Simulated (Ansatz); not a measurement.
**Abstraction of F: Mg(CH3)F + SnHF2 → CH3Mg + SnHF3**

Gas-phase species: Mg(CH3)F, singlet; SnHF2 `[F][SnH][F]`, doublet; CH3Mg `[CH3][Mg]`, doublet; SnHF3 `[F][SnH]([F])[F]`, singlet. A radical takes F: the energy is the difference in strength between the Mg–F bond broken and the Sn–F bond made.

Shapes, held fixed at every level: PBE0-D4/def2-TZVP. Programs: Ansatz 0.2.0. The zero-point and thermal change to 298 K, harmonic and unscaled (PBE0-D4/def2-TZVP), is +1.2 kJ/mol.

```csv
level,kind,ΔH(298 K) (kJ/mol),less CCSD(T)/def2-TZVPP
MP2/def2-SVP,perturbation theory,+123.3,+14.1
HF/def2-SVP,Hartree–Fock,+123.0,+13.8
HF/def2-TZVPP,Hartree–Fock,+96.7,-12.5
r2SCAN-D4/def2-TZVPP,meta-GGA,+119.3,+10.1
BHLYP-D4/def2-TZVPP,global hybrid,+116.9,+7.7
CCSD/def2-SVP,coupled cluster or CI,+126.8,+17.6
CCSD(T)/def2-TZVPP,coupled cluster or CI,+109.2,0.0
```

The highest level, CCSD(T)/def2-TZVPP, gives ΔH(298 K) = +109.2 kJ/mol; the levels span +96.7 to +126.8. The column of differences is taken from that level and isn't an error. No measured value is set beside it here. Open shells run unrestricted. For atoms past krypton def2 sets carry core potentials with scalar relativity. Outer-core shells of Mg, Sn are correlated, in sets that cover them unevenly. Sets without diffuse functions underbind ionic bonds of s-block metals. CCSD(T)/def2-TZVPP lies outside the range of the other correlated levels here, so it shouldn't be taken on trust.
